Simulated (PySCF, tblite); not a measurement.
Calculations on `C[B]C/C=C\C(F)(F)F` [radical], in the order of a workflow; each names the level of the geometry that it ran on. Settings lines and outputs come from a driver script.

C₅H₇BF₃ (doublet state).
SMILES with atom numbers: `[CH3:1][B:2][CH2:3]/[CH:4]=[CH:5]\[C:6]([F:7])([F:8])[F:9]` (hydrogens: H10, H11, H12 on C1; H13, H14 on C3; H15 on C4; H16 on C5)

Step 1: GFN2-xTB geometry optimisation, gas phase (tblite 0.8.0) (from a force-field or distance-geometry start)
```json
{"job": {"kind": "relax", "xc": "GFN2-xTB", "basis": "xTB"}, "charge": 0, "multiplicity": 2}
```
```
step      E/eV     max force
  0    -804.49100    2.236
  1    -804.70030    1.837
  2    -804.82357    1.028
...
132    -804.98692    0.011
133    -804.98695    0.012
134    -804.98697    0.013
135    -804.98699    0.011
136    -804.98701    0.009
```

Energy lowered by 11.4 kcal/mol over 136 steps; largest atomic force 0.009 eV/Å at the end. «max force» is the largest atomic force in eV/Å.

On an Arm Neoverse V1 with one thread, shared host, this took 0.86 s wall.

Step 2: GFN2-xTB harmonic vibrations, gas phase (tblite 0.8.0) (on the GFN2-xTB geometry)
```json
{"job": {"kind": "ir", "xc": "GFN2-xTB", "basis": "xTB"}, "charge": 0, "multiplicity": 2}
```
```
(table of modes left out)
```

42 modes from 29 to 3112 cm⁻¹ (unscaled, harmonic); zero-point energy 69.1 kcal/mol; all wavenumbers are real at this level.

Time: 0.5 s. Hardware: an Arm Neoverse V1 with one thread, shared host with 64 logical CPUs at a one-minute load of 34.

Step 3: UKS B3LYP, pcH-1 on B C F H, non-relativistic, mean-field spin-orbit, GIAO (PySCF 2.14.0) (on the GFN2-xTB geometry)
```json
{"job": {"kind": "epr", "basis": "pcH-1"}, "charge": 0, "multiplicity": 2}
```
```
...
E = -519.07773370 Eh   <S^2> = 0.7514 (exact 0.7500)
g shifts (ppm)      1          2          3
  rmc          -101       -101       -101
  gc             16         25          4
  oz_so       -1074        -76        241
  total       -1158       -152        144
hyperfine (MHz)  atom isotope    a_iso     a_fc   dipolar eigenvalues
    0   13C      44.12      44.12     -5.42     -3.47      8.90
    1   11B     374.44     374.44    -42.84    -42.16     85.01
    2   13C      41.85      41.85     -6.01     -4.49     10.50
    3   13C      24.02      24.02     -1.71     -1.26      2.97
    4   13C      -0.74      -0.74     -0.79     -0.18      0.97
    5   13C       0.07       0.07     -0.32     -0.25      0.56
    6   19F       2.20       2.20     -2.25     -1.51      3.76
    7   19F       9.38       9.38     -2.94     -1.85      4.79
    8   19F       0.07       0.07     -0.66     -0.19      0.85
    9    1H      59.58      59.58     -4.42     -1.98      6.41
   10    1H      -3.44      -3.44     -5.21     -3.47      8.67
   11    1H      35.57      35.57     -5.74     -4.69     10.43
   12    1H      -3.19      -3.19     -5.51     -3.58      9.09
   13    1H      48.11      48.11     -5.05     -1.69      6.74
   14    1H      -0.95      -0.95     -3.38     -2.29      5.66
...
```

⟨S²⟩ 0.751; g_iso 2.0019. rmc, gc and oz_so are the mass-correction, gauge-correction and orbital-Zeeman/spin–orbit parts of the g shift along its three principal axes; a_iso is the isotropic hyperfine coupling and a_fc its Fermi-contact part. The log counts atoms from 0, this text from 1.

Hardware: one thread, Arm Neoverse V1 (aarch64) (shared host). Cost: 96 s wall (with the writing of density and orbital grids), 0.97 GiB resident at most.

Geometry of the electronic-property runs (GFN2-xTB):
```
atom  x, y, z in Å
C1     2.652    0.849    0.086
B2     1.566    0.093    0.900
C3     0.512   -0.893    0.263
C4    -0.719   -1.041    1.080
C5    -1.880   -0.432    0.860
C6    -2.122    0.480   -0.296
F7    -1.259    1.517   -0.354
F8    -2.025   -0.133   -1.497
F9    -3.349    1.021   -0.257
H10    3.009    0.286   -0.780
H11    2.175    1.751   -0.305
H12    3.524    1.181    0.647
H13    1.010   -1.866    0.198
H14    0.266   -0.587   -0.758
H15   -0.637   -1.668    1.958
H16   -2.732   -0.547    1.511
```

 (This holds for the electronic-property runs.)

One conformer stands for the species.
